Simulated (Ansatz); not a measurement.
Consider the cleavage of the B–Si bond: `OB(O)[SiH2]F` + `CCS` → `CCSB(O)O` + `F[SiH3]`.

Gas-phase electronic energies from Ansatz, PBE0-D4/def2-TZVP geometries. CCSD(T)/CBS adds triple-zeta CCSD(T) − MP2 to the extrapolated MP2 energy (def2 sets, frozen cores). This one scheme is used for every species. DFT in def2-TZVPP. B3LYP here is the variant with VWN-RPA as its local correlation; programs differ in this. One conformer a species, not always the lowest.

| level | ΔE (kJ/mol) | difference from CCSD(T)/CBS |
| --- | --- | --- |
| PBE0-D4 | -87.0 | 5.0 |
| B3LYP-D4 | -87.9 | 4.1 |
| ωB97X-V | -88.7 | 3.3 |
| ωB97M-V | -91.9 | 0.1 |
| B2PLYP | -90.0 | 2.0 |
| PBE | -78.7 | 13.3 |
| PBE0 | -84.2 | 7.8 |
| HF/def2-TZVPP | -93.4 | -1.4 |
| MP2/def2-TZVPP | -101.2 | -9.2 |
| SCS-MP2/def2-TZVPP | -96.9 | -4.9 |
| CCSD/def2-TZVPP | -90.5 | 1.5 |
| CCSD(T)/def2-TZVPP | -91.8 | 0.2 |
| HF/def2-QZVPP | -92.9 | -0.9 |
| MP2/def2-QZVPP | -101.1 | -9.1 |
| SCS-MP2/def2-QZVPP | -96.8 | -4.8 |
| MP2/CBS(def2) | -101.3 | -9.3 |
| CCSD(T)/CBS | -92.0 | 0 |

Largest T1 diagnostic among the species: 0.013.

From PBE to PBE0 (25 % exact exchange), in def2-TZVPP and without D4, ΔE moves by −5.6 kJ/mol. The D4 term adds −4.9 kJ/mol with B3LYP and −2.8 kJ/mol with PBE0; it sums over pairs of atoms, weighted by their polarisabilities, and B3LYP, whose exchange is more repulsive, gets the larger term.
